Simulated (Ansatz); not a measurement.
C2H5Cl2Ga (`ClC(Cl)[CH2][GaH2]`), 10 atoms. The species carries charge 0 and has multiplicity 1. Correlated methods include outer-core shells of Ga, which these sets cover unevenly. Scalar relativity is left out up to krypton. All runs use 4 threads of an Arm Neoverse V1 on a shared host. Correlated methods freeze the cores.

**Question.** How many basis functions does each run have, and how long does it take in Ansatz? RKS PBE0-D4/def2-SVP energy; RKS HSE06 (plane-wave form)-D4/def2-TZVPP energy; RKS PBE0-D4/def2-TZVPP energy; RKS ωB97M-V/def2-QZVPP energy; RKS PBE0-D4/def2-QZVPP energy; RKS BLYP-D4/def2-TZVPP energy; RKS PBE0-D4/def2-TZVP frequencies; RHF-MP2/def2-QZVPP energy; RKS ωB97M-V/def2-SVP energy; RHF-CCSD(T)/def2-TZVPP energy; RKS PBE0-D4/def2-TZVP relaxation (8 steps); direct RPA on PBE orbitals/def2-TZVPP energy. (An estimate is asked.)

**Answer.** Ansatz gave: Other jobs shared the machine, so times are rough.

```tsv
level	job	functions	wall time	peak host memory (GiB)
RKS PBE0-D4/def2-SVP	energy	121	1.9 s	0.3
RKS BLYP-D4/def2-TZVPP	energy	264	3.3 s	0.42
RKS PBE0-D4/def2-TZVPP	energy	264	6.5 s	0.93
RKS HSE06 (plane-wave form)-D4/def2-TZVPP	energy	264	7 s	0.98
RKS ωB97M-V/def2-SVP	energy	121	7.5 s	0.44
direct RPA on PBE orbitals/def2-TZVPP	energy	264	7.5 s	0.69
RKS PBE0-D4/def2-QZVPP	energy	493	17 s	2.5
RKS ωB97M-V/def2-QZVPP	energy	493	36 s	2.9
RHF-MP2/def2-QZVPP	energy	493	48 s	3.5
RKS PBE0-D4/def2-TZVP	relaxation (8 steps)	214	57 s	0.74
RKS PBE0-D4/def2-TZVP	frequencies	214	4.3 min	0.74
RHF-CCSD(T)/def2-TZVPP	energy	264	5.7 min	6.2
```
